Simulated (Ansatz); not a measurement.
(I2Ga-mu-OH)2 (Ga₂I₄O₂H₂). The state is a triplet with charge 0. Geometry PBE-D4/def2-SVP, that of the neutral singlet; atoms count from 1.

```csv
atom,x (Å),y (Å),z (Å)
Ga1,-1.104,-0.195,0.989
I2,-1.380,0.762,3.274
I3,-2.772,-1.748,-0.071
O4,0.724,-0.850,0.676
Ga5,1.212,0.355,-0.801
I6,3.131,1.832,-0.211
I7,1.017,-0.849,-2.998
O8,-0.518,1.157,-0.314
H9,0.822,-1.807,0.509
H10,-1.132,1.344,-1.052
```

In the def2 sets I takes a core potential; there is no spin–orbit coupling. At PBE0-D4/def2-TZVP a singlet of charge 0 lies 4.32 eV below the triplet at the same geometry.

(1) Estimate the Mulliken populations from the PBE0/def2-TZVP orbitals of Ansatz.

(2) Where does the spin sit?

(3) And the Mayer bond orders between bonded heavy atoms (over 0.3)?

## Answers

(1) 
```tsv
atom	charge (e)	spin (α − β)
Ga1	0.36	0.52
I2	-0.03	0.70
I3	-0.07	0.62
O4	-0.51	0.00
Ga5	0.61	0.05
I6	-0.25	0.03
I7	-0.25	0.04
O8	-0.51	0.00
H9	0.33	0.02
H10	0.33	0.02
```
Mulliken values and Mayer orders depend strongly on the basis.

(2) Summed by element: Ga 0.56, I 1.40, O 0.00, H 0.04, of 2 unpaired in all. Largest on single atoms: I2 0.70, I3 0.62, Ga1 0.52.

(3) Ga1–I2 0.67 (2.49 Å); Ga1–I3 0.71 (2.51 Å); Ga1–O4 0.53 (1.97 Å); Ga1–O8 0.53 (1.97 Å); O4–Ga5 0.61 (1.97 Å); Ga5–I6 1.03 (2.49 Å); Ga5–I7 1.01 (2.51 Å); Ga5–O8 0.61 (1.97 Å). Values over 0.3 also appear between atoms too far apart for a bond (I2–I3 0.41 at 4.41 Å); they arise where an orbital or an unpaired electron spreads over both atoms.
